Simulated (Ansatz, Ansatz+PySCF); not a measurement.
```yaml
atoms:
  - { symbol: Cr, position_ang: [0.0000, 0.0000, 0.0000] }
  - { symbol: N, position_ang: [0.0000, 0.0000, 1.5630] }
```

Basis set: def2-SVP (spherical functions). Frozen core: 6 orbitals. Correlation on ROHF uses semicanonical orbitals with singles. Charge 0, multiplicity 4.

Computed with Ansatz (development build ahead of 0.2.0); each method stands on the lowest determinant of its kind that the runs found. Restricted functionals stand beside restricted open-shell atoms, which can lie above the unrestricted atoms usual in DFT and then raise those values.

The atomization energy at this shape (free ground-state atoms in the same class of orbitals less the molecule, no zero-point energy) of quartet CrN:

```json
{"method": "r²SCAN (unrestricted)", "atomization energy": "81.49 kcal/mol"}
{"method": "ωB97X (unrestricted)", "atomization energy": "73.30 kcal/mol"}
{"method": "r²SCAN (restricted open-shell)", "atomization energy": "71.59 kcal/mol"}
{"method": "PBE (unrestricted)", "atomization energy": "108.31 kcal/mol"}
{"method": "PBE (restricted open-shell)", "atomization energy": "103.47 kcal/mol"}
{"method": "PBE0 (unrestricted)", "atomization energy": "68.58 kcal/mol"}
{"method": "PBE0 (restricted open-shell)", "atomization energy": "56.35 kcal/mol"}
{"method": "ROHF-MP2", "atomization energy": "77.23 kcal/mol"}
{"method": "UHF-MP2", "atomization energy": "29.74 kcal/mol"}
{"method": "UHF", "atomization energy": "-36.52 kcal/mol"}
{"method": "ROHF", "atomization energy": "-117.99 kcal/mol"}
```

Task: What does ωB97X (restricted open-shell) give?

Result: 65.26 kcal/mol. Caution: another spin multiplicity may lie lower. Caution for r²SCAN (unrestricted), ωB97X (unrestricted), PBE (unrestricted), PBE0 (unrestricted): the unrestricted determinant is spin contaminated. Caution for ROHF-MP2, ROHF: an unrestricted determinant lies well below. Caution for UHF-MP2, UHF: the unrestricted determinant is a mixture of spin states. Caution for UHF, ROHF: the molecule lies well above its atoms at this level.
